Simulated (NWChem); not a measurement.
CrN2H2ClF; SMILES [NH]=[Cr](=[NH])([Cl])[F]

```xyz
7

Cr     0.0577    -0.3100     0.0000
N     -0.7678    -0.7332    -1.2744
H     -1.6547    -1.0695    -1.6601
N     -0.7678    -0.7332     1.2744
H     -1.6547    -1.0695     1.6601
F      1.5707    -1.1026     0.0000
Cl     0.1378     1.8423     0.0000
```
Atoms are numbered in this order, from 1.

Level: PBE0/def2-SVP (NWChem), optimised geometry, unscaled harmonic frequencies. 

Q: List the harmonic frequencies with IR intensities, and the thermochemistry.

A: 
```json
[
 {"frequency (cm⁻¹)": "169", "IR intensity (km/mol)": "6.4"},
 {"frequency (cm⁻¹)": "222", "IR intensity (km/mol)": "24.0"},
 {"frequency (cm⁻¹)": "243", "IR intensity (km/mol)": "35.4"},
 {"frequency (cm⁻¹)": "304", "IR intensity (km/mol)": "16.7"},
 {"frequency (cm⁻¹)": "346", "IR intensity (km/mol)": "7.2"},
 {"frequency (cm⁻¹)": "359", "IR intensity (km/mol)": "296.8"},
 {"frequency (cm⁻¹)": "434", "IR intensity (km/mol)": "7.8"},
 {"frequency (cm⁻¹)": "575", "IR intensity (km/mol)": "82.2"},
 {"frequency (cm⁻¹)": "593", "IR intensity (km/mol)": "0.5"},
 {"frequency (cm⁻¹)": "782", "IR intensity (km/mol)": "187.0"},
 {"frequency (cm⁻¹)": "811", "IR intensity (km/mol)": "26.2"},
 {"frequency (cm⁻¹)": "1099", "IR intensity (km/mol)": "103.9"},
 {"frequency (cm⁻¹)": "1115", "IR intensity (km/mol)": "44.8"},
 {"frequency (cm⁻¹)": "3564", "IR intensity (km/mol)": "123.7"},
 {"frequency (cm⁻¹)": "3571", "IR intensity (km/mol)": "216.3"}
]
```

```yaml
zero_point_energy: 20.3 kcal/mol
thermal correction to the enthalpy at 298.15 K (with zero-point energy): 24.9 kcal/mol
heat capacity Cv: 21.6 cal/(mol K)
entropy at 298.15 K and 1 atm (symmetry number 1): 79.9 cal/(mol K)
dipole_moment: 4.61 D
```

Rigid rotor and harmonic oscillator.
